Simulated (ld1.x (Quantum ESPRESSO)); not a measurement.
# Transferability test, TM potential for zinc (Zn)

zinc (Zn), norm-conserving Troullier–Martins (Kleinman–Bylander form), made with ld1.x (Quantum ESPRESSO) 7.5 (LDA (PZ), scalar-relativistic). Core [Ar], reference 3d10 4s2 4p0. Waves: 4s (bound): rc 2.05 bohr; 4p (bound, empty): rc 2.85 bohr; 3d (bound): rc 1.10 bohr. Local part: all-electron potential smoothed inside 1.80 bohr (lloc = -1). Core correction: a·sin(br)/r model core, default radius (core density twice the valence density).

Energies are relative to the spin-unpolarised reference configuration 3d10 4s2 4p0; without spin polarisation the order of configurations can differ from experiment. Spin-polarised rows fill each open shell by Hund’s rule, majority spin first.

```json
{"valence configuration": "3d10 4s1 4p0", "charge": "+1", "ΔE all-electron (eV)": "10.190", "error AE − PS (meV)": "-7.0"}
{"valence configuration": "3d10 4s0 4p0", "charge": "+2", "ΔE all-electron (eV)": "28.959", "error AE − PS (meV)": "-50"}
{"valence configuration": "3d9 4s0 4p0", "charge": "+3", "ΔE all-electron (eV)": "69.849", "error AE − PS (meV)": "-196"}
{"valence configuration": "3d10 4s0 4p1", "charge": "+1", "ΔE all-electron (eV)": "16.614", "error AE − PS (meV)": "-6.2"}
{"valence configuration": "3d9 4s2 4p0", "charge": "+1", "ΔE all-electron (eV)": "18.205", "error AE − PS (meV)": "-162"}
{"valence configuration": "3d10 4s0 4p2", "charge": "0", "ΔE all-electron (eV)": "10.754", "error AE − PS (meV)": "-1.2"}
{"valence configuration": "3d10 4s1 4p0 (spin-polarised)", "charge": "+1", "ΔE all-electron (eV)": "9.942", "error AE − PS (meV)": "-7.8"}
{"valence configuration": "3d9 4s0 4p0 (spin-polarised)", "charge": "+3", "ΔE all-electron (eV)": "69.578", "error AE − PS (meV)": "-185"}
```

(1) What are ΔE and the potential's error for 3d10 4s1 4p1?

Levels in the configuration 3d10 4s1 4p0 (spin-polarised):

| level | all-electron (eV) | pseudo (eV) |
| --- | --- | --- |
| 3d up | -20.158 | -20.094 |
| 4s up | -14.763 | -14.779 |
| 3d down | -19.966 | -19.908 |

## Answers

(1) ΔE = 5.184 eV all-electron; the error (AE − PS) is -1.0 meV.
